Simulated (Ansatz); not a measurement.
Consider the cleavage of the B–Si bond: `CB(C)[SiH2]F` + CH₃NH₂ → `CNB(C)C` + `F[SiH3]`.

Program: Ansatz. Geometries: PBE0-D4/def2-TZVP. ΔE: electronic, gas phase. CBS: MP2 limit from def2 TZ/QZ plus the TZ coupled-cluster correction, frozen cores. This one scheme is used for every species. Functionals use def2-TZVPP. B3LYP here is the variant with VWN-RPA as its local correlation; programs differ in this. HSE06 is defined as in plane-wave codes. One conformer a species, not always the lowest.

```csv
level,ΔE (kJ/mol),difference from CCSD(T)/CBS
LDA (SPW92),-163.4,-2.7
revPBE-D4,-148.2,12.5
BLYP-D4,-156.5,4.2
r2SCAN-D4,-155.8,4.9
B97M-V,-152.0,8.7
B3LYP-D4,-158.9,1.8
r2SCANh-D4,-156.7,4.0
r2SCAN0-D4,-158.0,2.7
HSE06-D4,-152.0,8.7
CAM-B3LYP-D4,-164.1,-3.4
ωB97X-V,-155.8,4.9
ωB97M-V,-161.5,-0.8
B2PLYP,-163.5,-2.8
PBE-QIDH,-160.9,-0.2
PBE,-148.2,12.5
revPBE,-142.2,18.5
BLYP,-154.9,5.8
r2SCAN,-155.5,5.2
B3LYP,-158.4,2.3
r2SCANh,-156.4,4.3
r2SCAN0,-157.8,2.9
HSE06,-151.8,8.9
BHLYP,-163.3,-2.6
CAM-B3LYP,-164.0,-3.3
LC-ωPBE,-154.6,6.1
RPA@PBE/def2-TZVPP,-163.6,-2.9
HF/def2-SVP,-168.8,-8.1
MP2/def2-SVP,-182.7,-22.0
CCSD/def2-SVP,-175.7,-15.0
CCSD(T)/def2-SVP,-177.5,-16.8
MP2/def2-TZVPP,-170.6,-9.9
SCS-MP2/def2-TZVPP,-168.8,-8.1
CCSD/def2-TZVPP,-162.7,-2.0
CCSD(T)/def2-TZVPP,-163.8,-3.1
HF/def2-QZVPP,-162.1,-1.4
MP2/def2-QZVPP,-168.9,-8.2
SCS-MP2/def2-QZVPP,-167.1,-6.4
HF/CBS(def2),-162.1,-1.4
MP2/CBS(def2),-167.5,-6.8
CCSD/CBS(def2),-159.6,1.1
CCSD(T)/CBS,-160.7,0
```

Largest T1 diagnostic among the species: 0.011.

At CCSD(T), def2-SVP lies −16.8 kJ/mol from the extrapolated value and def2-TZVPP −3.1 kJ/mol. From BLYP to BHLYP (50 % exact exchange), in def2-TZVPP and without D4, ΔE moves by −8.4 kJ/mol.
